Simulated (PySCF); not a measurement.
Structure problem from calculated spectra and properties.

Formula: C3H12BPSi.

| Property | Result |
| --- | --- |
| Polarisability | 109.3 au [wB97X-D/def2-SVPD] |
| UV, first state | lowest singlet excitation: 4.95 eV (251 nm, f = 0.078) [TDDFT wB97X-D/def2-SVPD] |
| UV, strongest line | among the 10 lowest singlet transitions: S3 at 5.95 eV (209 nm, f = 0.085) [TDDFT wB97X-D/def2-SVPD] |
| 13C NMR | chemical shifts (computed TMS as zero) by class: 27.1 (1 C), 18.5 (2 C) ppm [GIAO PBE0/pcSseg-1] |
| 1H NMR | chemical shifts (computed TMS as zero) by class: 8.06 (1 H), 4.25 (3 H), 2.90 (1 H), 1.84 (1 H), 0.93 (6 H) ppm [GIAO PBE0/pcSseg-1] |
| NMR, other nuclei | isotropic shieldings of nuclei other than C and H, by class: 10 (1 B), 434 (1 Si), 513 (1 P) ppm [GIAO PBE0/pcSseg-1] |
| Rotational structure | rotational constants A, B, C: 3.360, 1.177, 0.975 GHz [PBE0-D3(BJ)/def2-SVP] |

Gas-phase values; electronic properties from PySCF, density fitting. Levels stand in brackets. The structure is a single PBE0-D3(BJ)/def2-SVP conformer in the gas phase; no vibrational or solvent corrections. NMR values are class means; diastereotopic atoms form classes of their own.

Question: Give a SMILES that accounts for the data.

Answer: Numbering: `[CH3:1][CH:2]([CH3:3])[BH:4][PH:5][SiH3:6]`. 3 carbons fall into 2 classes; from least to most shielded: sp3 carbon bound to boron [C2] (27.1 ppm), methyl carbon [C1/C3] (18.5 ppm, 2 C, up to 6.2 ppm apart in this geometry). Hydrogen classes from least to most shielded: 1 H on a three-coordinate boron, B4 (8.06 ppm), 3 H on an SiH3 silicon, Si6 (4.25 ppm), 1 H on a three-coordinate phosphorus, P5 (2.90 ppm), 1 H on an sp3 carbon bound to boron, C2 (1.84 ppm), 6 H on 2 methyl carbons, C1/C3 (0.93 ppm, a mean of values up to 0.6 ppm apart in this geometry). The other shieldings belong to: 10 ppm, three-coordinate boron [B4]; 434 ppm, SiH3 silicon [Si6]; 513 ppm, three-coordinate phosphorus [P5]. The optimised geometry has point group C1 and is an asymmetric top. Structure: `CC(C)BP[SiH3]`. Computed isomers that give other values at the same levels: `CCB(C)P[SiH3]` (13C chemical shifts (computed TMS as zero) by class: 28.2 (1 C), 12.6 (1 C), 10.7 (1 C) ppm); `CC[C@H]([SiH3])BP` (13C chemical shifts (computed TMS as zero) by class: 40.9 (1 C), 30.4 (1 C), 22.6 (1 C) ppm); `CCCBP[SiH3]` (13C chemical shifts (computed TMS as zero) by class: 38.6 (1 C), 25.2 (1 C), 20.5 (1 C) ppm). The assignments are read from this structure; whether some other isomer fits the data as well wasn't checked.

The values belong to the conformer `[CH3:1][CH:2]([CH3:3])[BH:4][PH:5][SiH3:6]`: C1–C2–B4–P5 129°, C2–B4–P5–Si6 48°.
